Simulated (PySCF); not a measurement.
Cl₂H₅NSi₂. Atoms are numbered in the order given.

```xyz
10

Si     0.5963     0.1308     0.6566
Cl     1.2778    -0.9716    -0.9635
Cl     0.8498     2.1504     0.2302
N     -1.0573    -0.3118     0.8562
Si    -2.1195    -1.1115    -0.3143
H      1.4289    -0.1538     1.8612
H     -1.5194     0.0303     1.7052
H     -3.4979    -1.0369     0.2802
H     -1.7456    -2.5517    -0.5191
H     -2.1091    -0.4161    -1.6458
```
Charge 0, spin multiplicity 1.

The structure is a stationary point at PBE-D3(BJ)/def2-SVP. Other conformers were not sampled.

Method: PBE/pcSseg-1 (PySCF).

GIAO shieldings, no solvent; atoms listed in one row are averaged. δ = σ(ref) − σ: ²⁹Si against TMS (σ = 335.4 ppm); ³⁵Cl against HCl (σ = 936.5 ppm); ¹⁵N against NH3 (σ = 267.0 ppm); ¹H against TMS (σ = 31.49 ppm), references at their B3LYP-D3(BJ)/def2-TZVP geometries, non-relativistic (without spin–orbit terms, shifts of atoms bonded to Cl or Br come out too high).

Question: Estimate the chemical shifts. (The exact figures need the calculation; the answer reports its results.)

Answer: 
```tsv
nucleus	atoms	count	δ (ppm)
²⁹Si	Si1	1	3.4
²⁹Si	Si5	1	-54.9
³⁵Cl	Cl3	1	174.6
³⁵Cl	Cl2	1	99.5
¹⁵N	N4	1	46.8
¹H	H6	1	6.54
¹H	H8, H9, H10	3	5.27
¹H	H7	1	1.23
```
